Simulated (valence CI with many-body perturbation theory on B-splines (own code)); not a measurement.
Level structure of Eu XXIV

Calculated by valence CI with perturbative core correlation (CI+MBPT): four valence electrons over a frozen Dirac-Fock core [Kr], a basis of 7 s, 7 p, 8 d, 6 f, 4 g, 1 h functions for each j, with the one-electron correlation potential Σ1, the two-electron term Σ2, the three-electron term Σ3, Breit, model QED; selected CI, second order for the rest, scaled by the run's own slope (own B-spline code, finite nucleus).

No measured spectrum was set against this ion. As an estimate, terms of the open shell hold to 2 to 4 % of their energy, and close levels can change places. The list stops below the first excitations out of the core.

Levels 1 to 34 of 34, with energies above the lowest level, (4d3/2^4) J=0. "Leading %" is the weight of the configuration and term that name the level; weights of strongly mixed levels are sums over their largest components and can fall short. In the jj column 3d3/2^4 stands for four electrons in 3d with j = 3/2. Lifetimes count E1, E2, E3, M1 and M2 decay at the calculated energies, and are blank where another channel may lead or the interval is too uncertain; long ones can be off by a factor of two.

| No. | Configuration | Term | J | E (eV) | Leading % | g | Leading jj | Lifetime |
| --- | --- | --- | --- | --- | --- | --- | --- | --- |
| 1 | 4d⁴ | ³P | 0 | 0.000 | 50 |  | 4d3/2^4 (92 %) |  |
| 2 | 4d⁴ | ⁵D | 1 | 4.436 | 73 | 1.498 | 4d3/2^3 4d5/2 (93 %) | 687 μs |
| 3 | 4d⁴ | ⁵D | 2 | 7.041 | 75 | 1.396 | 4d3/2^3 4d5/2 (60 %) | 2.94 ms |
| 4 | 4d⁴ | ³F | 4 | 8.109 | 31 | 1.159 | 4d3/2^3 4d5/2 (89 %) |  |
| 5 | 4d⁴ | ⁵D | 3 | 8.350 | 56 | 1.316 | 4d3/2^3 4d5/2 (63 %) | 28.9 ms |
| 6 | 4d⁴ | ⁵D | 0 | 11.942 | 54 |  | 4d3/2^2 4d5/2^2 (89 %) | 122 μs |
| 7 | 4d⁴ | ³H | 4 | 12.522 | 42 | 1.141 | 4d3/2^2 4d5/2^2 (85 %) | 597 μs |
| 8 | 4d⁴ | ³G | 3 | 13.385 | 54 | 1.010 | 4d3/2^2 4d5/2^2 (66 %) | 433 μs |
| 9 | 4d⁴ | ³F | 2 | 13.441 | 41 | 1.002 | 4d3/2^2 4d5/2^2 (67 %) | 237 μs |
| 10 | 4d⁴ | ³H | 5 | 14.548 | 71 | 1.080 | 4d3/2^2 4d5/2^2 (99 %) | 903 μs |
| 11 | 4d⁴ | ³P | 1 | 15.101 | 57 | 1.237 | 4d3/2^2 4d5/2^2 (84 %) | 243 μs |
| 12 | 4d⁴ | ³H | 6 | 15.498 | 59 | 1.096 | 4d3/2^2 4d5/2^2 (96 %) | 231 ms |
| 13 | 4d⁴ | ³G | 4 | 16.598 | 63 | 1.029 | 4d3/2^2 4d5/2^2 (93 %) | 1.71 ms |
| 14 | 4d⁴ | ³D | 2 | 16.911 | 40 | 1.137 | 4d3/2^2 4d5/2^2 (90 %) | 1.33 ms |
| 15 | 4d⁴ | ³F | 3 | 16.950 | 41 | 1.151 | 4d3/2^2 4d5/2^2 (85 %) | 480 μs |
| 16 | 4d⁴ | ³F | 4 | 19.248 | 42 | 1.201 | 4d3/2 4d5/2^3 (63 %) | 198 μs |
| 17 | 4d⁴ | ³F | 2 | 20.204 | 35 | 1.046 | 4d3/2^2 4d5/2^2 (73 %) | 160 μs |
| 18 | 4d⁴ | ³F | 3 | 20.727 | 48 | 1.114 | 4d3/2 4d5/2^3 (88 %) | 136 μs |
| 19 | 4d⁴ | ³G | 5 | 21.996 | 71 | 1.150 | 4d3/2 4d5/2^3 (99 %) | 308 μs |
| 20 | 4d⁴ | ³D | 1 | 22.126 | 70 | 0.797 | 4d3/2 4d5/2^3 (88 %) | 99.2 μs |
| 21 | 4d⁴ | ¹I | 6 | 22.517 | 59 | 1.066 | 4d3/2 4d5/2^3 (96 %) | 319 μs |
| 22 | 4d⁴ | ³F | 4 | 22.609 | 50 | 1.114 | 4d3/2^2 4d5/2^2 (72 %) | 305 μs |
| 23 | 4d⁴ | ³P | 2 | 23.547 | 63 | 1.345 | 4d3/2^2 4d5/2^2 (59 %) | 440 μs |
| 24 | 4d⁴ | ¹S | 0 | 24.408 | 56 |  | 4d3/2 4d5/2^3 (81 %) |  |
| 25 | 4d⁴ | ³F | 2 | 25.112 | 59 | 0.980 | 4d3/2 4d5/2^3 (55 %) | 156 μs |
| 26 | 4d⁴ | ¹F | 3 | 25.133 | 45 | 1.083 | 4d3/2 4d5/2^3 (92 %) |  |
| 27 | 4d⁴ | ³F | 3 | 28.768 | 70 | 1.064 | 4d3/2 4d5/2^3 (98 %) |  |
| 28 | 4d⁴ | ³P | 1 | 28.896 | 94 | 1.461 | 4d3/2 4d5/2^3 (95 %) | 137 μs |
| 29 | 4d⁴ | ¹G | 4 | 29.276 | 73 | 1.041 | 4d3/2 4d5/2^3 (57 %) |  |
| 30 | 4d⁴ | ³P | 0 | 29.528 | 56 |  | 4d3/2^2 4d5/2^2 (61 %) |  |
| 31 | 4d⁴ | ¹D | 2 | 29.692 | 53 | 1.071 | 4d3/2 4d5/2^3 (44 %) | 150 μs |
| 32 | 4d⁴ | ³F | 4 | 30.561 | 52 | 1.150 | 4d5/2^4 (58 %) |  |
| 33 | 4d⁴ | ¹D | 2 | 34.931 | 70 | 1.006 | 4d5/2^4 (46 %) | 88.8 μs |
| 34 | 4d⁴ | ¹S | 0 | 42.302 | 75 |  | 4d5/2^4 (64 %) | 49.0 μs |

The ionisation energy to 4d³ ⁴F3/2 of the next ion comes out as 756.41 eV (NIST: 755 ± 4 eV (theoretical)). All 34 levels together are meant to be complete up to 91.149 eV.
